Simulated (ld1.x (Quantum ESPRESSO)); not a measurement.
# What the settings do to the PAW potential of W

Base potential:

- Element: W (Z = 74)
- Generator: ld1.x (Quantum ESPRESSO) 7.5
- Type: PAW
- Functional: LDA (PZ)
- Relativity: scalar-relativistic
- Frozen core: [Xe] 4f14
- Valence charge: 6
- Reference configuration: 5d4 6s1 6p1
- Partial waves: 6s (bound): rcut 2.00, rcutus 2.65 bohr; 6s channel at 0.2 Ry: rcut 2.00, rcutus 2.65 bohr; 6p (bound): rcut 2.75, rcutus 3.30 bohr; 6p channel at 1.75 Ry: rcut 2.75, rcutus 3.30 bohr; 5d (bound): rcut 1.60, rcutus 2.00 bohr; 5d channel at 1.6 Ry: rcut 1.60, rcutus 2.00 bohr
- Local potential: all-electron potential smoothed inside 2.25 bohr (lloc = -2)
- Core correction: Bessel-smoothed model core inside 1.90 bohr
- Augmentation charge: PSQ, inside the norm-conserving radii

All-electron outer shells of the reference configuration (LDA (PZ), scalar-relativistic, ld1.x):

```
shell  level (eV)  outermost node (bohr)  outermost maximum (bohr)
   5p      -44.99                   0.57                      1.09
   4f      -35.07                      –                      0.43
   6s       -6.98                   1.28                      2.61
   5d       -6.10                   0.63                      1.49
   6p       -2.26                   1.53                      3.61
```

Cutoffs, loose and tight: the cutoffs (Ry, on a coarse ladder) from which the occupation-weighted sum of valence levels, in a spherical-Bessel basis at the reference potential, stays within 10 and 1 mRy of its value at 400 Ry. They do not see the model core or the augmentation charge, which bear on the density cutoff. Test errors are all-electron minus pseudo excitation energies from the reference, over the configurations 5d4 6s2 6p0; 5d4 6s1 6p0; 5d4 6s0 6p0; 5d2 6s0 6p0; 5d5 6s0 6p0; 5d4 6s0 6p1; 5d3 6s0 6p0 (two spin-polarised tests are not counted in the largest error). A dash means not determined; rows that change the core or the reference have their own tests. The largest error is taken over the tests solved by every variant that gives reliable tests at all: 5d2 6s0 6p0; 5d3 6s0 6p0; 5d4 6s0 6p0; 5d4 6s0 6p1; 5d4 6s1 6p0; 5d4 6s2 6p0; 5d5 6s0 6p0.

A true bound ghost makes a file unfit for plane-wave use even where its test errors are small: the radial tests pick states by their node count and pass the ghost by.

| change | outcome | cutoff, loose | cutoff, tight | bound ghosts | largest test error (meV) |
| --- | --- | --- | --- | --- | --- |
| base | generated | 25 Ry | 40 Ry | none | -735 |
| local potential all-electron potential smoothed inside 1.50 bohr (lloc = -2) | generated | 25 Ry | 40 Ry | s | -731 |
| local potential all-electron potential smoothed inside 1.92 bohr (lloc = -2) | generated | 25 Ry | 40 Ry | none | -735 |
| local potential all-electron potential smoothed inside 2.20 bohr (lloc = -2) | generated | 25 Ry | 40 Ry | none | -735 |
| local potential all-electron potential smoothed inside 2.34 bohr (lloc = -2) | generated | 25 Ry | 40 Ry | none | -735 |
| local potential all-electron potential smoothed inside 2.78 bohr (lloc = -2) | generated | 25 Ry | 40 Ry | none | -736 |
| local potential all-electron potential smoothed inside 3.02 bohr (lloc = -2) | generated | 25 Ry | 40 Ry | none | -736 |
| local potential all-electron potential smoothed inside 3.30 bohr (lloc = -2) | generated | 25 Ry | 40 Ry | s | -737 |
| local potential all-electron potential smoothed inside 3.62 bohr (lloc = -2) | generated | 25 Ry | 40 Ry | none | -737 |
| local potential all-electron potential smoothed inside 3.78 bohr (lloc = -2) | generated | 25 Ry | 40 Ry | none | -737 |

**Question.** What comes out with this change to the base: local potential all-electron potential smoothed inside 1.36 bohr (lloc = -2)?

**Answer.** outcome: generated; cutoff, loose: 25 Ry; cutoff, tight: 40 Ry; bound ghosts: s, p; largest test error (meV): -734.

Reading the sweep of the rcloc (base included, trends over the rows without a ghost): The loose cutoff stays near 25 Ry. Bound ghosts are found at 1.36, 1.5, 3.3 bohr.
